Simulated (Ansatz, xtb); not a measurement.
Species: sum formula SiH₂I (charge 0, doublet). It need not be the lowest isomer of its formula. SMILES: [SiH2]I
Geometry from a B3LYP-D3(BJ)/def2-TZVP (Ansatz, a quantum-chemistry and plane-wave program) optimisation:
```xyz
4

Si     1.5352    -1.0689     0.0586
I     -0.4626     0.3547    -0.0178
H      1.4701    -1.9119     1.2798
H      1.5547    -1.9240    -1.1557
```
Charge 0, spin multiplicity 2.

Harmonic wavenumbers from GFN2-xTB (xtb, at its own minimum), cm⁻¹: 395, 513, 591, 727, 2319, 2328.

Task: Give the harmonic wavenumbers at B3LYP-D3(BJ)/def2-TZVP (Ansatz, finite differences of forces, unscaled).

Result: 350, 579, 657, 914, 2175, 2216 cm⁻¹. Zero-point energy 9.8 kcal/mol.

Task: From these and the geometry, give the ideal-gas thermochemistry at 298.15 K and 1 atm (rigid rotor, harmonic oscillator).

Result: Point group Cs, rotational symmetry number 1. Rotational constants 129.6, 3.329, 3.284 GHz. S(trans) 41.06, S(rot) 22.94, S(vib) 2.15, S(elec, spin only) 1.38, S 67.5 cal/(mol K). H(298) - H(0) 2.82 kcal/mol; G - E(el) -7.5 kcal/mol.
